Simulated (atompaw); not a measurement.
B (Z = 5): one change to a PAW (atompaw) potential, before and after

| Property | Result |
| --- | --- |
| Element | boron (B) |
| Generator | atompaw 4.2.0.5 |
| Type | PAW |
| Functional | PBEsol |
| Relativity | scalar-relativistic |
| Frozen core | [He] |
| Valence charge | 3 |
| Reference configuration | 2s1.75 2p1.25 |
| Partial waves | 2s (bound): rc 3.00 bohr; 2s channel at -0.3 Ry: rc 3.00 bohr; 2p (bound): rc 3.00 bohr; 2p channel at 0.65 Ry: rc 3.00 bohr |
| Local potential | troulliermartins scheme with l = 2 at 0 Ry, radius 2.00 bohr |
| Core correction | smooth core density matched at 2.45 bohr |
| Augmentation charge | sinc compensation charge, radius 2.95 bohr; PAW radius 3.00 bohr; waves and projectors: custom polynom vanderbiltortho |

Change: augmentation sinc compensation charge, radius 2.95 bohr; PAW radius 3.00 bohr; waves and projectors: custom polynom2 7 10 vanderbiltortho.

Cutoffs: the cutoffs (Ry, on a coarse ladder) from which the occupation-weighted sum of valence levels, in a spherical-Bessel basis at the reference potential, stays within 10 and 1 mRy of its value at 400 Ry; they do not see the model core or the augmentation charge, which bear on the density cutoff.

**Question.** What does the change do?

**Answer.** The potential gets harder (6 Ry and 8 Ry → 8 Ry and 21 Ry); the range in which the s phases agree narrows (upper end 4.6 → 1.0); the range in which the p phases agree narrows (upper end at the end of the scan → 1.4); neither file shows a bound ghost.

| quantity | base | changed |
| --- | --- | --- |
| cutoff, loose | 6 Ry | 8 Ry |
| cutoff, tight | 8 Ry | 21 Ry |
| loose cutoff by channel (10 mRy a level) | s 6 Ry, p 6 Ry | s 6 Ry, p 8 Ry |
| bound ghosts | none | none |
| s: phases at 3.02 bohr within 0.05 rad from the reference energy up to (Ry; the scan ends near 5) | 4.6 | 1.0 |
| p: phases at 3.02 bohr within 0.05 rad from the reference energy up to (Ry; the scan ends near 5) | to the end of the scan | 1.4 |
| lowest overlap eigenvalue by channel | s 0.88, p 0.91 | s 0.83, p 0.88 |

 The cutoffs see the waves, projectors and local potential, not the compensation charge or the core.
